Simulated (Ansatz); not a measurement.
CH8O2Si2 can be A, `OC(O)([SiH3])[SiH3]`, or B, `OC[SiH2][SiH2]O`.

Calculated with Ansatz (gas phase, PBE0-D4/def2-TZVP geometries, no zero-point term in ΔE). CCSD(T)/CBS is the MP2 limit (def2-TZVPP, def2-QZVPP) plus CCSD(T) − MP2 in def2-TZVPP, frozen cores. DFT in def2-TZVPP. B3LYP here is the variant with VWN-RPA as its local correlation; programs differ in this. One conformer a species, not always the lowest.

Problem. Which isomer does CCSD(T)/CBS put lower? Give the gap. (Estimate.)

Solution. The calculation gave: B, by 164.8 kJ/mol.

Problem. Give E(B) − E(A) in kJ/mol with B2PLYP, CCSD/def2-TZVPP, CCSD(T)/def2-TZVPP, B3LYP-D4, MP2/def2-TZVPP, B3LYP, HF/def2-TZVPP. (Estimate.)

Solution. Computed: B2PLYP -165.2, CCSD/def2-TZVPP -165.5, CCSD(T)/def2-TZVPP -160.8, B3LYP-D4 -159.6, MP2/def2-TZVPP -163.9, B3LYP -166.3, HF/def2-TZVPP -178.1. None reverses the order clearly.

Problem. Does the order hold for the free energy at 298.15 K (harmonic terms from PBE0-D4)? (An estimate is asked.)

Solution. The calculation gave: Yes: G(B) − G(A) = -155.7 kJ/mol, for one conformer each. Modes under 60 cm⁻¹, often nearly free rotors, make the harmonic entropy too high.

Largest T1 diagnostic: 0.013.

From PBE to PBE0 (25 % exact exchange), in def2-TZVPP and without D4, E(B) − E(A) moves by −7.6 kJ/mol. In def2-TZVPP, CCSD(T) changes the Hartree–Fock value by +17.3 kJ/mol (the triples alone add +4.7 kJ/mol) and MP2 by +14.2 kJ/mol.
